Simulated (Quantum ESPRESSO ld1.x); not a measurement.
The mean radii <r> (bohr) of the occupied orbitals of an atom or ion are listed with their occupations. Method: scalar-relativistic Kohn-Sham, rPW86 exchange with PBE correlation, spin-unpolarised, spherical densities, point nucleus; computed with ld1.x of Quantum ESPRESSO 7.5.

| orbital | occ. | <r> |
|---|---|---|
| 1s | 2 | 0.01714 |
| 2s | 2 | 0.07232 |
| 2p | 6 | 0.06522 |
| 3s | 2 | 0.1870 |
| 3p | 6 | 0.1881 |
| 3d | 10 | 0.1704 |
| 4s | 2 | 0.4149 |
| 4p | 6 | 0.4417 |
| 4d | 10 | 0.4681 |
| 5s | 2 | 0.9495 |
| 4f | 14 | 0.5157 |
| 5p | 6 | 1.094 |
| 5d | 7 | 1.514 |
| 6p | 1 | 3.030 |

Name the element and its charge.

Answer. Z = 78, platinum, charge +2: Pt2+ in [Xe] 4f14 5d7 6p1. The 1s radius gives Z: for a bare nucleus <r> = (2 gamma + 1)/(2Z) with gamma = sqrt(1 - (Z/c)^2), 0.01695 bohr for Z = 78, and screening makes it slightly larger (0.01714 here). The occupations add up to 76, and the charge is Z minus that.
